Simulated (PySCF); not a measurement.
**Spinor energies of Hf (hafnium, neutral)**

Start: [Xe] 4f14 5d2 6s2; 5d5/2 filled at m_j = +3/2, +5/2. Calculated with PySCF 2.14 in x2c-TZVPall-2c with one added diffuse shell each of s, p, d type (12s12p11d2f, 117 functions): generalised Hartree-Fock with the X2C-1e Hamiltonian and a Gaussian nucleus; spin-orbit coupling (SO) screened by Boettger's factors. This is a chosen level, not necessarily the ground level.

```json
{"spinor shell": "1s1/2", "electrons": "2", "ε, screened SO (eV)": "-65673.7", "weight of nominal j (screened SO)": "1.000", "rms radius, screened SO (bohr)": "0.0215"}
{"spinor shell": "2s1/2", "electrons": "2", "ε, screened SO (eV)": "-11366.5", "weight of nominal j (screened SO)": "1.000", "rms radius, screened SO (bohr)": "0.0869"}
{"spinor shell": "2p1/2", "electrons": "2", "ε, screened SO (eV)": "-10835.7", "weight of nominal j (screened SO)": "1.000", "rms radius, screened SO (bohr)": "0.0740"}
{"spinor shell": "2p3/2", "electrons": "4", "ε, screened SO (eV)": "-9638.4", "weight of nominal j (screened SO)": "1.000", "rms radius, screened SO (bohr)": "0.0812"}
{"spinor shell": "3s1/2", "electrons": "2", "ε, screened SO (eV)": "-2649.0", "weight of nominal j (screened SO)": "1.000", "rms radius, screened SO (bohr)": "0.222"}
{"spinor shell": "3p1/2", "electrons": "2", "ε, screened SO (eV)": "-2413.9", "weight of nominal j (screened SO)": "1.000", "rms radius, screened SO (bohr)": "0.214"}
{"spinor shell": "3p3/2", "electrons": "4", "ε, screened SO (eV)": "-2152.7", "weight of nominal j (screened SO)": "1.000", "rms radius, screened SO (bohr)": "0.228"}
{"spinor shell": "3d3/2", "electrons": "4", "ε, screened SO (eV)": "-1759.1", "weight of nominal j (screened SO)": "1.000", "rms radius, screened SO (bohr)": "0.202"}
{"spinor shell": "3d5/2", "electrons": "6", "ε, screened SO (eV)": "-1702.7", "weight of nominal j (screened SO)": "1.000", "rms radius, screened SO (bohr)": "0.206"}
{"spinor shell": "4s1/2", "electrons": "2", "ε, screened SO (eV)": "-564.05", "weight of nominal j (screened SO)": "1.000", "rms radius, screened SO (bohr)": "0.498"}
{"spinor shell": "4p1/2", "electrons": "2", "ε, screened SO (eV)": "-466.33", "weight of nominal j (screened SO)": "1.000", "rms radius, screened SO (bohr)": "0.508"}
{"spinor shell": "4p3/2", "electrons": "4", "ε, screened SO (eV)": "-406.02", "weight of nominal j (screened SO)": "1.000", "rms radius, screened SO (bohr)": "0.541"}
{"spinor shell": "4d3/2", "electrons": "4", "ε, screened SO (eV)": "-244.89", "weight of nominal j (screened SO)": "1.000", "rms radius, screened SO (bohr)": "0.571"}
{"spinor shell": "4d5/2", "electrons": "6", "ε, screened SO (eV)": "-233.60", "weight of nominal j (screened SO)": "1.000", "rms radius, screened SO (bohr)": "0.583"}
{"spinor shell": "5s1/2", "electrons": "2", "ε, screened SO (eV)": "-80.240", "weight of nominal j (screened SO)": "1.000", "rms radius, screened SO (bohr)": "1.22"}
{"spinor shell": "5p1/2", "electrons": "2", "ε, screened SO (eV)": "-49.281", "weight of nominal j (screened SO)": "0.991", "rms radius, screened SO (bohr)": "1.37"}
{"spinor shell": "5p3/2", "electrons": "4", "ε, screened SO (eV)": "-41.439", "weight of nominal j (screened SO)": "0.995", "rms radius, screened SO (bohr)": "1.48"}
{"spinor shell": "4f5/2", "electrons": "6", "ε, screened SO (eV)": "-31.966", "weight of nominal j (screened SO)": "0.996", "rms radius, screened SO (bohr)": "0.743"}
{"spinor shell": "4f7/2", "electrons": "8", "ε, screened SO (eV)": "-30.287", "weight of nominal j (screened SO)": "0.997", "rms radius, screened SO (bohr)": "0.750"}
{"spinor shell": "5d5/2", "electrons": "2", "ε, screened SO (eV)": "-7.169", "weight of nominal j (screened SO)": "0.837", "rms radius, screened SO (bohr)": "2.61"}
{"spinor shell": "6s1/2", "electrons": "2", "ε, screened SO (eV)": "-6.543", "weight of nominal j (screened SO)": "0.993", "rms radius, screened SO (bohr)": "3.96"}
```

| quantity | screened SO |
| --- | --- |
| E (hartree) | -15082.75921 |
| M_J | 4 |
| ⟨J²⟩ | 20.169 |
| ⟨L²⟩ | 12.347 |
| ⟨S²⟩ | 2.122 |

Each row is a mean over spinors that exchange with the open shell spreads, by up to 3.947 eV (5p3/2).

Rows whose weight is well below 1 are mixtures of j = l ± 1/2: exchange outweighs spin-orbit coupling there, and the label is only the starting occupation.

⟨J²⟩ departs a little from M_J(M_J + 1) because the unrestricted spinors polarise the closed shells.

Breit and QED terms are absent; they matter most for the inner s and p1/2 levels.

Densities and radii are taken from the X2C orbitals without a picture-change correction, which distorts them close to the nucleus.
